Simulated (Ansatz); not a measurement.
Steps of a relaxation of C11H10, SMILES `Cc1cccc2ccccc12` with RKS PBE0-D4/def2-TZVP.

```sh
$ ansatz run in.yaml --threads 4 --pin off --events-out ev --progress --plain --max-ram 46080MiB --backend cuda --devices 0, --max-vram 37GiB
```

```yaml
crystal:
  periodic: [false, false, false]
  atoms:
    - {symbol: C, position_ang: [1.832580, -1.648537, -1.046037]}
    - {symbol: C, position_ang: [0.453425, -1.121255, -0.748110]}
    - {symbol: C, position_ang: [-0.675550, -1.769730, -1.241022]}
    - {symbol: C, position_ang: [-1.986965, -1.297655, -0.971769]}
    - {symbol: C, position_ang: [-2.175082, -0.163938, -0.199957]}
    - {symbol: C, position_ang: [-1.054687, 0.540983, 0.329617]}
    - {symbol: C, position_ang: [-1.220112, 1.712021, 1.125735]}
    - {symbol: C, position_ang: [-0.124917, 2.392302, 1.635843]}
    - {symbol: C, position_ang: [1.187283, 1.923894, 1.366119]}
    - {symbol: C, position_ang: [1.381882, 0.786576, 0.594763]}
    - {symbol: C, position_ang: [0.279126, 0.060745, 0.054243]}
    - {symbol: H, position_ang: [2.375153, -1.925958, -0.117250]}
    - {symbol: H, position_ang: [2.458000, -0.893966, -1.568466]}
    - {symbol: H, position_ang: [1.783427, -2.548501, -1.688397]}
    - {symbol: H, position_ang: [-0.545563, -2.674450, -1.856126]}
    - {symbol: H, position_ang: [-2.852837, -1.840117, -1.381260]}
    - {symbol: H, position_ang: [-3.188305, 0.209669, 0.015445]}
    - {symbol: H, position_ang: [-2.242234, 2.068539, 1.329418]}
    - {symbol: H, position_ang: [-0.269952, 3.295329, 2.248226]}
    - {symbol: H, position_ang: [2.055487, 2.466300, 1.770759]}
    - {symbol: H, position_ang: [2.405239, 0.438249, 0.395125]}
basis:
  gaussian: {orbitals: def2-TZVP}
hamiltonian: {xc: pbe0, dispersion: d4}
relax: {f_tol: 0.005, max_steps: 150}
```

Positions (Å) and forces (eV/Å) along the path, 5 of 5 steps:

```xyz
21
step=1 energy=-11560.9922 eV
C     1.833   -1.649   -1.046    0.253   -0.082   -0.046
C     0.453   -1.121   -0.748   -0.550   -0.001   -0.021
C    -0.676   -1.770   -1.241    0.304    0.221    0.166
C    -1.987   -1.298   -0.972    0.035    0.315    0.219
C    -2.175   -0.164   -0.200    0.134   -0.258   -0.174
C    -1.055    0.541    0.330    0.209   -0.070   -0.042
C    -1.220    1.712    1.126    0.291    0.080    0.070
C    -0.125    2.392    1.636   -0.208   -0.237   -0.176
C     1.187    1.924    1.366   -0.052   -0.286   -0.199
C     1.382    0.787    0.595   -0.119    0.232    0.155
C     0.279    0.061    0.054   -0.202    0.065    0.036
H     2.375   -1.926   -0.117   -0.284    0.135   -0.430
H     2.458   -0.894   -1.568   -0.324   -0.349    0.239
H     1.783   -2.549   -1.688   -0.014    0.438    0.312
H    -0.546   -2.674   -1.856   -0.064    0.469    0.318
H    -2.853   -1.840   -1.381    0.452    0.288    0.219
H    -3.188    0.210    0.015    0.518   -0.196   -0.114
H    -2.242    2.069    1.329    0.526   -0.179   -0.102
H    -0.270    3.295    2.248    0.071   -0.477   -0.322
H     2.055    2.466    1.771   -0.456   -0.286   -0.212
H     2.405    0.438    0.395   -0.520    0.176    0.105
21
step=2 energy=-11561.1122 eV
C     1.820   -1.635   -1.040    0.089   -0.030   -0.014
C     0.449   -1.111   -0.741   -0.173   -0.004   -0.011
C    -0.667   -1.753   -1.228    0.118    0.054    0.038
C    -1.970   -1.285   -0.961   -0.020    0.092    0.064
C    -2.157   -0.162   -0.199    0.028   -0.085   -0.056
C    -1.045    0.537    0.326    0.116   -0.036   -0.022
C    -1.210    1.699    1.116    0.083    0.035    0.024
C    -0.126    2.372    1.621   -0.076   -0.057   -0.039
C     1.177    1.906    1.355    0.010   -0.086   -0.056
C     1.370    0.780    0.592   -0.024    0.077    0.054
C     0.275    0.061    0.055   -0.112    0.026    0.018
H     2.358   -1.907   -0.121   -0.079    0.042   -0.129
H     2.434   -0.890   -1.564   -0.093   -0.102    0.073
H     1.764   -2.528   -1.672    0.000    0.124    0.090
H    -0.538   -2.648   -1.836   -0.025    0.123    0.084
H    -2.825   -1.822   -1.365    0.120    0.073    0.055
H    -3.160    0.207    0.012    0.139   -0.049   -0.029
H    -2.221    2.053    1.317    0.139   -0.050   -0.028
H    -0.270    3.264    2.227    0.023   -0.123   -0.085
H     2.034    2.441    1.757   -0.122   -0.071   -0.053
H     2.382    0.433    0.398   -0.140    0.047    0.024
21
step=3 energy=-11561.1210 eV
C     1.816   -1.630   -1.038    0.002   -0.002    0.001
C     0.446   -1.108   -0.738   -0.003   -0.005   -0.003
C    -0.665   -1.748   -1.224    0.021   -0.005   -0.001
C    -1.964   -1.281   -0.958   -0.015    0.007    0.002
C    -2.151   -0.162   -0.199   -0.005   -0.005   -0.005
C    -1.041    0.535    0.325    0.024   -0.008   -0.001
C    -1.206    1.695    1.112    0.001    0.004    0.006
C    -0.126    2.364    1.616   -0.014    0.005   -0.001
C     1.173    1.899    1.352    0.014   -0.006   -0.006
C     1.366    0.777    0.592    0.004    0.008    0.003
C     0.273    0.061    0.055   -0.022    0.008    0.001
H     2.353   -1.897   -0.123    0.002    0.001    0.003
H     2.425   -0.889   -1.563    0.001    0.004   -0.004
H     1.759   -2.521   -1.664   -0.001   -0.004   -0.001
H    -0.537   -2.639   -1.829   -0.005   -0.003   -0.004
H    -2.817   -1.816   -1.361   -0.001   -0.005   -0.002
H    -3.149    0.206    0.011   -0.003    0.004    0.003
H    -2.213    2.047    1.311   -0.005    0.001   -0.002
H    -0.269    3.254    2.219    0.002    0.002    0.005
H     2.028    2.432    1.753    0.001    0.004    0.004
H     2.374    0.432    0.397    0.003   -0.005    0.000
21
step=4 energy=-11561.1211 eV
C     1.816   -1.630   -1.038    0.002   -0.001    0.001
C     0.446   -1.108   -0.738   -0.002   -0.002   -0.002
C    -0.665   -1.749   -1.224    0.010    0.001   -0.003
C    -1.965   -1.281   -0.958   -0.006    0.003    0.004
C    -2.151   -0.162   -0.199   -0.003   -0.004   -0.002
C    -1.041    0.535    0.325    0.010   -0.001   -0.004
C    -1.206    1.695    1.112    0.001    0.004    0.001
C    -0.126    2.364    1.616   -0.007    0.000    0.001
C     1.174    1.899    1.352    0.005   -0.005   -0.002
C     1.366    0.777    0.592    0.002    0.003    0.004
C     0.273    0.061    0.055   -0.009    0.001    0.005
H     2.354   -1.894   -0.123    0.001    0.001    0.000
H     2.423   -0.889   -1.566   -0.001    0.001   -0.001
H     1.759   -2.522   -1.662    0.000   -0.001    0.001
H    -0.537   -2.640   -1.830   -0.003   -0.001    0.000
H    -2.817   -1.817   -1.361    0.001   -0.001   -0.001
H    -3.149    0.207    0.012    0.000    0.002    0.001
H    -2.213    2.047    1.311   -0.001   -0.002    0.000
H    -0.269    3.253    2.220    0.002    0.001   -0.001
H     2.028    2.432    1.754   -0.001    0.002    0.001
H     2.374    0.431    0.398    0.000    0.000   -0.002
21
step=5 energy=-11561.1211 eV
C     1.816   -1.630   -1.038    0.000   -0.001    0.001
C     0.446   -1.108   -0.738    0.000    0.000    0.000
C    -0.665   -1.749   -1.224   -0.001    0.002    0.000
C    -1.965   -1.281   -0.958    0.002    0.001    0.000
C    -2.151   -0.162   -0.200    0.000   -0.001   -0.001
C    -1.041    0.535    0.325   -0.003    0.000    0.001
C    -1.206    1.695    1.112    0.000    0.001    0.000
C    -0.126    2.364    1.616    0.001   -0.001    0.000
C     1.174    1.899    1.353   -0.002    0.000   -0.001
C     1.366    0.777    0.592    0.000    0.000    0.000
C     0.273    0.061    0.055    0.003   -0.001    0.001
H     2.356   -1.891   -0.123    0.000    0.001   -0.002
H     2.422   -0.890   -1.569   -0.001   -0.001    0.000
H     1.759   -2.524   -1.660    0.000    0.001    0.001
H    -0.537   -2.640   -1.830   -0.001    0.001    0.001
H    -2.817   -1.817   -1.361    0.001    0.000    0.000
H    -3.149    0.207    0.011    0.002    0.000    0.000
H    -2.213    2.047    1.311    0.001   -0.001   -0.001
H    -0.268    3.254    2.220    0.001   -0.001   -0.001
H     2.028    2.432    1.755   -0.001    0.000    0.000
H     2.374    0.430    0.398   -0.001    0.000    0.000
```

Run time 23 s (4 threads of an AMD EPYC 7R13 on a shared host and a share of an NVIDIA H100 80 GB); peak host memory 1.1 GiB.
